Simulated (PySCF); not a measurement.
# How methods differ on the ionisation energy of Br

Br [Ar] 3d10 4s2 4p5 (2P) → Br+ [Ar] 3d10 4s2 4p4 (3P), as a difference of total energies. Computed with PySCF 2.14 in aug-cc-pVDZ-PP with ECP10MDF (5s4p3d, 32 functions), with a scalar-relativistic core potential. Correlated levels: valence: 3s2 3p6 3d10 frozen. The calculations carry no spin-orbit coupling.

```tsv
method	ionisation energy (eV)	error (eV)
UHF	10.750	-1.094
LDA	12.038	+0.194
PBE	11.770	-0.074
PBE0	11.789	-0.055
r2SCAN	11.858	+0.014
TPSSh	11.793	-0.051
M06-2X	11.669	-0.175
B2PLYP	11.690	-0.154
PBEsol	11.773	-0.071
MP2 (valence)	11.409	-0.435
SCS-MP2 (valence)	11.384	-0.460
```

Reference: 11.844 eV (measured; NIST levels, between the centres of gravity of the two terms).

Errors of the correlated levels include the incompleteness of this basis and the frozen core.
